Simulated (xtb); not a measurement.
Be(H)(SMe) (CH₄BeS), SMILES C[S][BeH]. All values are semi-empirical tight-binding results from xtb (GFN2-xTB unless named), good for trends rather than for accurate numbers. Geometry: GFN2-xTB.

For metal compounds this method's bond lengths and energies can be far off.

### Question
Estimate the properties. (An estimate is asked for; the answer gives what the named calculation found.)

### Answer

The orbital gap is 3.68 eV and the zero-point energy comes out as 28.0 kcal/mol. The G − E(el) at 298.15 K (modified RRHO) is 10.6 kcal/mol.
